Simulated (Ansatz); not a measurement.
SiMe3(NHtBu) (C₇H₁₉NSi). Total charge 0; singlet. Geometry r2SCAN-D4/def2-SVP; atoms count from 1.

```xyz
28

Si   -0.649    1.070   -0.643
C    -0.818    2.880   -0.159
H    -1.246    2.995    0.851
H    -1.483    3.412   -0.859
H     0.158    3.391   -0.174
C     0.025    0.959   -2.398
H     1.057    1.343   -2.446
H    -0.594    1.567   -3.081
H     0.030   -0.070   -2.792
C    -2.360    0.270   -0.630
H    -2.326   -0.798   -0.904
H    -3.030    0.769   -1.351
H    -2.827    0.342    0.367
N     0.464    0.413    0.538
C     0.843   -0.973    0.832
C     0.917   -1.774   -0.471
C     2.227   -0.963    1.496
C    -0.173   -1.634    1.781
H     0.556    0.998    1.367
H     1.233   -2.809   -0.270
H    -0.066   -1.820   -0.969
H     1.636   -1.318   -1.168
H     2.966   -0.495    0.828
H     2.564   -1.982    1.743
H     2.201   -0.382    2.435
H    -1.173   -1.664    1.319
H    -0.252   -1.059    2.719
H     0.119   -2.666    2.040
```

Estimate the Mulliken populations from the PBE0/def2-TZVP orbitals of Ansatz.


```
atom  charge (e)
 Si1        0.34
  C2       -0.50
  H3        0.13
  H4        0.13
  H5        0.14
  C6       -0.46
  H7        0.13
  H8        0.13
  H9        0.14
 C10       -0.47
 H11        0.13
 H12        0.13
 H13        0.13
 N14       -0.39
 C15        0.12
 C16       -0.39
 C17       -0.36
 C18       -0.35
 H19        0.20
 H20        0.12
 H21        0.13
 H22        0.14
 H23        0.13
 H24        0.11
 H25        0.11
 H26        0.12
 H27        0.11
 H28        0.11
```
Mulliken values and Mayer orders depend strongly on the basis.

And the Mayer bond orders between bonded heavy atoms (over 0.3)?

Si1–C2 1.02 (1.88 Å); Si1–C6 0.98 (1.88 Å); Si1–C10 0.95 (1.89 Å); Si1–N14 1.16 (1.75 Å); N14–C15 0.93 (1.47 Å); C15–C16 0.97 (1.53 Å); C15–C17 0.97 (1.53 Å); C15–C18 1.00 (1.54 Å).
